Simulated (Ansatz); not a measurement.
A nudged elastic band was laid between two geometries of BrH + Cl4Zr (7 atoms, charge 0, multiplicity 1).

The calculation used RKS BHLYP/def2-SVP in Ansatz.

```
movable images  : 5
climbing image  : yes
spring          : 5.0 eV/Å²
optimiser       : quadratic models (default)
start path      : through a guess of the saddle point
force threshold : 0.05 eV/Å
iteration limit : 60
end points      : relaxed
```

Image 0:

```xyz
7
Properties=species:S:1:pos:R:3
Zr 0.235 0.000 -0.075
Cl 0.421 0.000 2.261
Cl 2.416 0.000 -0.880
Cl -0.761 1.936 -0.909
Cl -0.761 -1.936 -0.909
Br -3.290 0.000 1.433
H -2.693 0.000 2.717
```

Image 6:

```xyz
7
Properties=species:S:1:pos:R:3
Zr -0.606 0.000 -0.800
Cl -0.053 0.000 4.075
Cl 1.446 0.000 0.282
Cl -0.771 1.898 -2.131
Cl -0.771 -1.898 -2.131
Br -2.483 0.000 0.847
H -1.194 0.000 3.496
```

Question: What changes between the two ends?

Answer: Bonds broken: Zr1–Cl2, Br6–H7. Bonds formed: Zr1–Br6, Cl2–H7. BrH + Cl4Zr becomes BrCl3Zr + ClH.

Question: Give the energies along the band, and the barrier.

Answer: The run converged. The highest image is number 2 of 0 to 6, 0.61 eV above the first end and 0.46 eV above the last; the last end lies 0.15 eV above the first. A vibrational analysis at the climbing image gives one clearly imaginary mode, 579i cm⁻¹: a first-order saddle point. The orbitals stay closed-shell, which can raise the energy where a bond breaks towards radicals; this wasn't checked here.

```
image  path coordinate (Å)  energy (eV)  Zr1–Cl2 (Å)  Br6–H7 (Å)  Zr1–Br6 (Å)
    0                 0.00         0.00         2.34        1.42         3.83
    1                 0.92         0.11         2.39        1.43         3.22
    2                 1.84         0.61         2.61        1.71         2.80
    3                 2.59         0.35         2.86        2.41         2.60
    4                 3.33         0.32         3.29        2.94         2.54
    5                 4.07         0.22         4.10        2.91         2.51
    6                 4.81         0.15         4.91        2.95         2.50
```

Question: What is the geometry of the highest image?

Answer: 
```xyz
7
Properties=species:S:1:pos:R:3:forces:R:3
Zr -0.365 0.000 -0.006 -0.04 0.00 0.00
Cl 0.063 0.000 2.565 -0.02 0.00 -0.01
Cl 1.961 0.000 -0.205 0.02 0.00 -0.01
Cl -0.902 1.907 -1.218 0.01 -0.01 0.01
Cl -0.902 -1.907 -1.218 0.01 0.01 0.01
Br -2.823 0.000 1.338 0.00 0.00 -0.01
H -1.465 0.000 2.382 0.03 0.00 0.01
```

Question: What are the harmonic wavenumbers there?

Answer: 579i, 4i, 88, 94, 115, 122, 132, 211, 259, 347, 406, 430, 477, 665, 1068 cm⁻¹.

The run took 2.8 min on 4 threads of Intel(R) Xeon(R) 6975P-C (Granite Rapids) (shared host), peak memory 0.49 GiB.
